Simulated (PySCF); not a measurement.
C5H7F.

```xyz
13

C     -0.2431     2.7744     0.0000
C      0.2650     1.5333     0.0000
C     -0.5325     0.3229     0.0000
C     -0.0236    -0.9190     0.0000
C     -0.7580    -2.2062     0.0000
F      1.3065    -1.0888     0.0000
H     -1.3235     2.9492     0.0000
H      0.4046     3.6538     0.0000
H      1.3511     1.3963     0.0000
H     -1.6217     0.4146     0.0000
H     -0.4869    -2.8029    -0.8863
H     -1.8424    -2.0414     0.0000
H     -0.4869    -2.8029     0.8863
```

Geometry optimised at PBE0-D3(BJ)/def2-SVP. Other conformers were not sampled.

The numbers are results of PBE/pcSseg-1 (PySCF), not measurements. Non-relativistic, no solvent.

Computed absolute GIAO shielding of each atom: isotropic value and principal components (ppm):
```csv
atom,σ(iso),σ11,σ22,σ33,span
C1,62.4,-35.9,70.7,152.4,188.3
C2,44.7,-69.4,40.2,163.2,232.6
C3,66.5,-22.8,95.4,126.9,149.7
C4,14.7,-65.7,44.5,65.4,131.0
C5,159.3,143.8,150.1,184.1,40.2
F6,244.8,133.7,216.3,384.5,250.9
H7,26.1,23.3,25.4,29.5,6.1
H8,26.1,23.9,25.1,29.4,5.4
H9,24.5,22.1,22.5,28.9,6.8
H10,26.1,23.8,24.4,30.0,6.1
H11,29.1,25.7,27.1,34.5,8.8
H12,29.5,25.8,28.8,34.0,8.2
H13,29.1,25.7,27.1,34.5,8.8
```
